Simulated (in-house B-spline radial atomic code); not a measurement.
Successive ionisation energies of osmium; each step leads to the configuration of the next row (after the last: [Ar] 3d10 4s2 4p2). NIST's values go from ground level to ground level; the uncertainty of those that are theory runs from under 0.1 % in few-electron ions to several per cent in heavy many-electron ones. Computed with a B-spline radial code for spherical atoms: non-relativistic Hartree-Fock, average of the configuration, point nuclei.

This level leaves out relativity, spin-orbit splitting included, which matters for heavy ions.

| ion | configuration | ionisation energy (eV) | tabulated value (eV) | tabulated kind | computed minus tabulated (eV) | highest orbital | largest mean radius (bohr) |
| --- | --- | --- | --- | --- | --- | --- | --- |
| Os30+ | [Kr] 4d10 | 1271.3 | 1262 | tabulated theory | 9.3 | 4d | 0.4376 |
| Os31+ | [Kr] 4d9 | 1323.3 | 1311 | tabulated theory | 12.3 | 4d | 0.4354 |
| Os32+ | [Kr] 4d8 | 1375.9 | 1364 | tabulated theory | 11.9 | 4d | 0.43322 |
| Os33+ | [Kr] 4d7 | 1429.1 | 1420 | tabulated theory | 9.1 | 4d | 0.43106 |
| Os34+ | [Kr] 4d6 | 1483.0 | 1474 | tabulated theory | 9.0 | 4d | 0.42891 |
| Os35+ | [Kr] 4d5 | 1537.4 | 1528 | tabulated theory | 9.4 | 4d | 0.42677 |
| Os36+ | [Kr] 4d4 | 1592.5 | 1606 | tabulated theory | -13.5 | 4d | 0.42465 |
| Os37+ | [Kr] 4d3 | 1648.1 | 1660 | tabulated theory | -11.9 | 4d | 0.42255 |
| Os38+ | [Kr] 4d2 | 1704.4 | 1720 | tabulated theory | -15.6 | 4d | 0.42046 |
| Os39+ | [Kr] 4d1 | 1761.3 | 1776 | tabulated theory | -14.7 | 4d | 0.41839 |
| Os40+ | [Ar] 3d10 4s2 4p6 | 1974.6 | 1996 | tabulated theory | -21.4 | 4p | 0.41633 |
| Os41+ | [Ar] 3d10 4s2 4p5 | 2030.1 | 2052 | tabulated theory | -21.9 | 4p | 0.41453 |
| Os42+ | [Ar] 3d10 4s2 4p4 | 2086.0 | 2112 | tabulated theory | -26.0 | 4p | 0.41275 |
| Os43+ | [Ar] 3d10 4s2 4p3 | 2142.4 | 2168 | tabulated theory | -25.6 | 4p | 0.41099 |
